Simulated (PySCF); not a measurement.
Gas-phase reaction: HfI4 + 2 Cl2 → HfCl4 + 2 I2

Energies from PySCF, thermal terms from the rigid-rotor harmonic-oscillator model, ideal gas at 1 bar. † marks an energy on the PBE0/def2-TZVP geometry and frequencies. MP2 freezes the core. All species are closed-shell singlets. Hf, I: scalar-relativistic def2 core potential, no spin-orbit coupling. MP2 isn't extrapolated to the basis-set limit; its ΔH°(298 K) is -421.4 kJ in def2-SVP and -349.4 kJ in def2-TZVPP. The harmonic model lacks anharmonicity and excited electronic states, which grow with temperature; levels with a mode under 35 cm⁻¹ are left out. Soft modes under 120 cm⁻¹ make the harmonic entropy rough for HfI4, HfCl4.

ΔH° and ΔS° at 298 K: BLYP/def2-TZVP† -411 kJ, -3 J/K; MP2/def2-SVP† -421 kJ, -3 J/K; PBE/def2-TZVP† -386 kJ, -3 J/K.

**Question.** With the heat capacities included, give log10 K (1 bar) at 500, 600, 1200, 2000, 2500 K from BLYP/def2-TZVP†, MP2/def2-SVP†, PBE/def2-TZVP†.

**Answer.** 
```tsv
T (K)	BLYP/def2-TZVP†	MP2/def2-SVP†	PBE/def2-TZVP†
500	42.7	43.9	40.2
600	35.6	36.5	33.4
1200	17.7	18.2	16.6
2000	10.6	10.8	9.9
2500	8.4	8.6	7.9
```
